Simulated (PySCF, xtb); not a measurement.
AlCl2GeH3, SMILES [Cl][Al]([Cl])[GeH3].

xtb 6.7.1 with GFN2-xTB at its own geometry gives an orbital gap of 4.21 eV and a dipole moment of 0.12 D.

Geometry optimised at PBE0-D3(BJ)/def2-SVP. The structure was generated by enumeration; whether it is a known compound was not checked.

### Question
What does PBE/def2-TZVP in PySCF give? (An estimate is asked for; the answer gives what the named calculation found.)

### Answer
gap 4.66 eV (levels -7.19 and -2.53 eV), dipole 1.42 D.
